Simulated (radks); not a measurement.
All-electron atom: the osmium ion Os+ in [Xe] 4f14 5d6 6s1. Method: Dirac Kohn-Sham, PBE, spin-unpolarised, spherical densities, point nucleus; open shells fill j = l - 1/2 first; computed with a radial shooting solver on a logarithmic mesh with Libxc functionals.

Spin-orbit splittings of the eigenvalues, e(l+1/2) - e(l-1/2), with zeta = 2 splitting/(2l+1) and mean radii in bohr:

2p: occ. 6; splitting (eV) 1531; zeta (eV) 1021; <r> j=l-1/2 0.06130; <r> j=l+1/2 0.06950
3p: occ. 6; splitting (eV) 334.0; zeta (eV) 222.6; <r> j=l-1/2 0.1835; <r> j=l+1/2 0.1986
3d: occ. 10; splitting (eV) 72.33; zeta (eV) 28.93; <r> j=l-1/2 0.1734; <r> j=l+1/2 0.1781
4p: occ. 6; splitting (eV) 78.44; zeta (eV) 52.29; <r> j=l-1/2 0.4357; <r> j=l+1/2 0.4693
4d: occ. 10; splitting (eV) 14.53; zeta (eV) 5.811; <r> j=l-1/2 0.4825; <r> j=l+1/2 0.4938
4f: occ. 14; splitting (eV) 2.804; zeta (eV) 0.8013; <r> j=l-1/2 0.5527; <r> j=l+1/2 0.5609
5p: occ. 6; splitting (eV) 12.19; zeta (eV) 8.129; <r> j=l-1/2 1.101; <r> j=l+1/2 1.202
5d: occ. 6; splitting (eV) 1.080; zeta (eV) 0.4322; <r> j=l-1/2 1.724; <r> j=l+1/2 1.792
